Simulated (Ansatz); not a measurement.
The same hydrogen abstraction along the group F, Cl, Br.

Isolated molecules relaxed with PBE0-D4/def2-TZVP in Ansatz; ΔE leaves out vibrations. CBS: MP2 limit from def2 TZ/QZ plus the TZ coupled-cluster correction, frozen cores. Small cases extrapolate CCSD(T) itself. Functionals use def2-TZVPP. No spin–orbit coupling; open shells (•) take unrestricted orbitals. Bonds to Br are less sure, by a few kJ/mol each and by 10 to 20 or more in all where they break to atoms, as the def2 sets lack core-valence functions. Scalar relativity is left out up to krypton.

```csv
reaction,CCSD(T)/CBS(def2) (eV)
`[F][AlH][F]` + H• → `[F][Al][F]`• + H₂,-0.86
`[Cl][AlH][Cl]` + H• → `[Cl][Al][Cl]`• + H₂,?
`[Br][AlH][Br]` + H• → `[Br][Al][Br]`• + H₂,-0.99
```

Question: Fill in the missing values. (An estimate is asked.)

Answer: Ansatz gave: `[Cl][AlH][Cl]` + H• → `[Cl][Al][Cl]`• + H₂: -0.93 eV.

Largest T1 diagnostic: 0.015, for `[F][Al][F]`•.

Extrapolated directly: `[F][AlH][F]` + H• → `[F][Al][F]`• + H₂.
